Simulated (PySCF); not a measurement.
Species: C₆H₇N₂S (doublet state).
Numbering: `[CH2:1]=[C:2]([CH3:3])[CH:4][c:5]1[cH:6][n:7][s:8][n:9]1` (hydrogens: H10, H11 on C1; H12, H13, H14 on C3; H15 on C4; H16 on C6)

Geometry (GFN2-xTB, Å), atoms numbered from 1 in this order:
```xyz
16
C6H7N2S angstrom
C     -2.2194   -1.2045   -0.2474
C     -1.2059   -0.3073   -0.1514
C     -1.4742    1.1611   -0.2579
C      0.1159   -0.7621    0.0519
C      1.2700    0.0198    0.1727
C      2.5863   -0.5262    0.3797
N      3.5242    0.3680    0.4639
S      2.8458    1.8529    0.2984
N      1.3237    1.3593    0.1144
H     -2.0451   -2.2642   -0.1727
H     -3.2364   -0.8899   -0.4014
H     -2.5329    1.3508   -0.4133
H     -1.1454    1.6669    0.6472
H     -0.9058    1.5859   -1.0822
H      0.2683   -1.8302    0.1240
H      2.8234   -1.5714    0.4627
```

The hyperfine couplings belong to this conformer and change with its torsions.

Method used: PySCF, UKS B3LYP, pcH-1 on C H N S, non-relativistic, mean-field spin-orbit, GIAO. Isolated species at its GFN2-xTB geometry (one conformer only). Couplings are sensitive to structure, and on GFN2-xTB geometries they can be far from those on DFT ones. No stability test was run, so a lower SCF solution isn't excluded. ⟨S²⟩ is 0.782 where a pure state has 0.75.

Q: Give the principal g shifts and their parts.

A: 
| Δg (ppm) | 1 | 2 | 3 |
| --- | --- | --- | --- |
| relativistic mass correction | -170 | -170 | -170 |
| gauge correction | 0 | 42 | 31 |
| orbital Zeeman/spin–orbit | -23 | 779 | 2824 |
| total | -193 | 650 | 2685 |

So g = 2.00213, 2.00297, 2.00500 and g_iso = 2.00337; the tensor is rhombic: the two nearest values differ by 29 % of g3 − g1. Axes: g2 points within 7° of the S8–N9 bond and g3 points within 15° of the C1–H10 bond.

Q: What effective moment and Curie constant follow for a powder?

A: With the mean of g² = 4.0135 and S(S+1) = 0.75: μ_eff = √(⟨g²⟩S(S+1)) = 1.735 μB and χT = 0.12505·⟨g²⟩·S(S+1) = 0.376 cm³ K/mol (cgs; spin-Hamiltonian part alone).

Q: At 33.879 GHz, how far is the centre of the isotropic spectrum from where a free electron (g = 2.002319) resonates?

A: B = hν/(g μB) with μB/h = 13.99624 MHz/mT gives 1208.89 mT for the free electron and 1208.26 mT at g_iso, 0.63 mT lower.

Q: How much does each term add to the isotropic shift?

A: The orbital-Zeeman/spin–orbit term 1193, the mass correction -170 and the gauge correction 24 ppm, for a total of 1047 ppm. The orbital-Zeeman/spin–orbit term is the largest in size. The mass correction is the same along every axis, so the anisotropy comes from the other two: their spans along these axes are 42 (gauge) and 2847 ppm (orbital Zeeman/spin–orbit).

Q: In a frozen sample, at which fields do the three g values resonate at 9.5, 34, 94 and 263 GHz (hyperfine left aside), and which band first spreads them over more than twice a line width of 0.3 mT?

A: 
| band | GHz | B(g3) mT | B(g2) mT | B(g1) mT | spread mT |
| --- | --- | --- | --- | --- | --- |
| X | 9.5 | 338.53 | 338.87 | 339.02 | 0.49 |
| Q | 34.0 | 1211.58 | 1212.81 | 1213.32 | 1.74 |
| W | 94.0 | 3349.66 | 3353.07 | 3354.48 | 4.82 |
| J | 263.0 | 9371.93 | 9381.45 | 9385.40 | 13.47 |

The spread grows in proportion to the frequency. Q band is the first where it exceeds 0.6 mT.

Largest spin populations (Mulliken): C4 (+0.56), C1 (+0.51), N9 (+0.22) and C2 (-0.21). Three atoms exceed +0.15. The positive populations add up to 1.49 and the negative ones to -0.49, together 2S = 1. The angles at C4 add up to 360.0°, so it is planar.

The HOMO–LUMO gaps are 3.91 eV among the α and 4.24 eV among the β orbitals.
